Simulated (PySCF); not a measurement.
# How methods differ on the ionisation energy of Sn⁴⁷⁺

Sn⁴⁷⁺ [He] 2s1 [2s1/2^1, M_J = 1/2] → Sn⁴⁸⁺ 1s2, as a difference of total energies. Calculation: PySCF 2.14, in an uncontracted even-tempered set (17 s from 26 bohr⁻², ratio 2.4; 12 p from 34 bohr⁻², ratio 2.4; 5 d from 100 bohr⁻², ratio 2.6; 4 f from 160 bohr⁻², ratio 2.6); the two-component X2C-1e Hamiltonian. Correlated levels: nothing frozen; the 32 highest virtual spinors dropped. "Screened" scales the spin-orbit matrix elements by Boettger's factors to mimic the two-electron term; Breit and QED terms are absent.

```
                    method  ionisation energy (eV)
 GHF (screened spin-orbit)                  8313.5
GMP2 (screened spin-orbit)                  8313.7
```

For this ion Breit and QED terms and the two-electron picture change, all absent here, outweigh the correlation shift from GHF to GMP2.

For comparison: 8307.0 eV (theoretical estimate listed by NIST; NIST Atomic Spectra Database, ionization energies).
